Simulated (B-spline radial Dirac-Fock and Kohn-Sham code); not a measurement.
## Two-hole binding energies of Pr⁴⁵⁺

System: the Pr⁴⁵⁺ ion, configuration [Ne] 3s2 3p2.

The run's input, task.json:

```json
{"items": [{
  "Z": 59,
  "q": 45,
  "cfg": [[1, 0, 2], [2, 0, 2], [2, 1, 6], [3, 0, 2], [3, 1, 2]],
  "A": 141,
  "rrms": 4.8919,
  "do": ["binding", "quiet", "double"]
}]}
```

Command: `python xray_run.py task.json out`

These are calculated numbers from a B-spline atomic structure program; the model is Dirac-Fock energy differences between relaxed states, corrected for Breit and QED terms. U is the two-hole binding energy less the two single-hole energies, the effective repulsion of the holes after relaxation. Each two-hole energy is an average over J within one jj subconfiguration.

```tsv
holes	E(a) (eV)	E(b) (eV)	E(ab) (eV)	U (eV)
1s⁻²	45036.4	45036.4	91166.2	1093.4
1s⁻¹ 2p1/2⁻¹	45036.4	9350.9	54762.6	375.3
1s⁻¹ 2p3/2⁻¹	45036.4	8859.4	54237.4	341.6
2s⁻²	9717.1	9717.1	19670.6	236.3
2s⁻¹ 2p1/2⁻¹	9717.1	9350.9	19296.9	228.9
2p1/2⁻²	9350.9	9350.9	18986.4	284.6
2s⁻¹ 2p3/2⁻¹	9717.1	8859.4	18798.6	222.1
2p1/2⁻¹ 2p3/2⁻¹	9350.9	8859.4	18469.1	258.8
2p3/2⁻²	8859.4	8859.4	17974.5	255.7
2p1/2⁻¹ 3s⁻¹	9350.9	3849.9	?	?
2p3/2⁻¹ 3s⁻¹	8859.4	3849.9	12834.8	125.6
```

Q: Give the missing two-hole energy and U.

A: E(ab) = 13327.6 eV and U = 126.9 eV.
